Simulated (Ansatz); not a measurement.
Correlation energies of C₂H₅NOZn (`C1N[CH2][Zn][O]1`) by basis set

```xyz
10

C     0.488   -0.992   -0.404
N     0.483    0.161    0.533
C    -0.645    1.072    0.426
Zn   -0.405    1.021   -1.541
O     0.472   -0.600   -1.738
H    -0.368   -1.665   -0.198
H     1.414   -1.540   -0.186
H     0.625   -0.169    1.481
H    -0.439    2.030    0.898
H    -1.625    0.681    0.730
```

Total charge 0; spin multiplicity 1. For Zn the d shell is correlated and the shells below it are frozen. Scalar relativity is left out up to krypton. Geometry: relaxed with PBE0-D4/def2-TZVP. Frozen core, restricted reference, Ansatz 0.2.0.

```csv
basis,HF (Eh),MP2 corr.
def2-SVP,-1985.27756,-0.93481
def2-TZVPP,-1985.76655,-1.29795
def2-QZVPP,-1985.81895,-1.38894
```

(1) Estimate the CCSD correlation energy and the (T) correction in each basis where they were run (hartree).

## Answers

(1) 
```tsv
basis	CCSD corr.	(T)
def2-SVP	-0.94629	-0.02900
def2-TZVPP	-1.27005	-0.05026
```
